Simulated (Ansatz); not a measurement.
Geometry optimisation, DFT PBE, scalar-relativistic, plane waves, PAW in Ansatz 0.2.0.

The input (input.yaml):

```yaml
crystal:
  lattice:
    - [6.6, 0.0, 0.0]
    - [0.0, 6.6, 0.0]
    - [0.0, 0.0, 6.6]
  atoms:
    - { symbol: Nb, position: [0.0, 0.0, 0.0] }
    - { symbol: Nb, position: [0.5, 0.0, 0.0] }
    - { symbol: Nb, position: [0.0, 0.5, 0.0] }
    - { symbol: Nb, position: [0.0, 0.0, 0.5] }
    - { symbol: Nb, position: [0.25, 0.25, 0.25] }
    - { symbol: Nb, position: [0.5, 0.5, 0.0] }
    - { symbol: Nb, position: [0.5, 0.0, 0.5] }
    - { symbol: Nb, position: [0.75, 0.25, 0.25] }
    - { symbol: Nb, position: [0.0, 0.5, 0.5] }
    - { symbol: Nb, position: [0.25, 0.75, 0.25] }
    - { symbol: Nb, position: [0.25, 0.25, 0.75] }
    - { symbol: Nb, position: [0.5, 0.5, 0.5] }
    - { symbol: Nb, position: [0.75, 0.75, 0.25] }
    - { symbol: Nb, position: [0.75, 0.25, 0.75] }
    - { symbol: Nb, position: [0.25, 0.75, 0.75] }
    - { symbol: Nb, position: [0.75, 0.75, 0.75] }
    - { symbol: B, position: [0.6161258, 0.4947432, 0.7475068] }
basis:
  ecutwfc: 420.0
kpoints:
  mp_grid: { grid: [3, 3, 3] }
hamiltonian:
  xc: pbe
scf:
  occupations: { method: gaussian, width: 0.1 }
  lower_state_search: "off"
relax:
  f_tol: 0.03
  max_steps: 60
  adjacent_minimum: "off"
output:
  write_density: true
  write_potential: true
  elf: true
  volumetric_format: npy
```

Launched with:

```bash
$ ansatz run input.yaml --threads 4 --pin off --max-ram 10240MiB --backend cpu --events-out ev --progress --plain --runs-dir out
```

Question: Where does it end, and by what steps?

Answer: It converged. Limits of this set-up: coarse k mesh, odd electron count without spin. After 7 steps the energy has fallen by 3.597 eV; B17 moved furthest, 0.72 Å.

| step | energy less start (eV) | largest force component (eV/Å) | accepted |
| --- | --- | --- | --- |
| 0 | 0.0000 | 7.775 | yes |
| 1 | -2.3442 | 1.606 | yes |
| 2 | -2.9963 | 0.332 | yes |
| 3 | -3.1764 | 0.809 | yes |
| 4 | -3.3696 | 0.643 | yes |
| 5 | -3.5694 | 0.221 | yes |
| 6 | -3.5963 | 0.034 | yes |
| 7 | -3.5973 | 0.019 | yes |

```xyz
17
Lattice="6.6000 0.0000 0.0000 0.0000 6.6000 0.0000 0.0000 0.0000 6.6000" Properties=species:S:1:pos:R:3
Nb 0.045 -0.002 -0.015
Nb 3.345 -0.002 -0.001
Nb 0.045 3.298 -0.001
Nb 0.045 -0.002 3.313
Nb 1.624 1.577 1.649
Nb 3.345 3.298 0.349
Nb 3.345 -0.002 3.299
Nb 5.065 1.577 1.649
Nb 0.045 3.298 3.299
Nb 1.624 5.019 1.649
Nb 1.721 1.674 4.949
Nb 3.345 3.298 2.949
Nb 5.065 5.019 1.649
Nb 4.970 1.673 4.949
Nb 1.721 4.922 4.949
Nb 4.970 4.923 4.949
B 3.347 3.298 4.949
```

Whether the end is a true minimum wasn't checked by a vibrational analysis.

Run time: 2 min on 4 threads of Arm Neoverse V1, with other jobs on the host, peak memory 1.3 GiB.
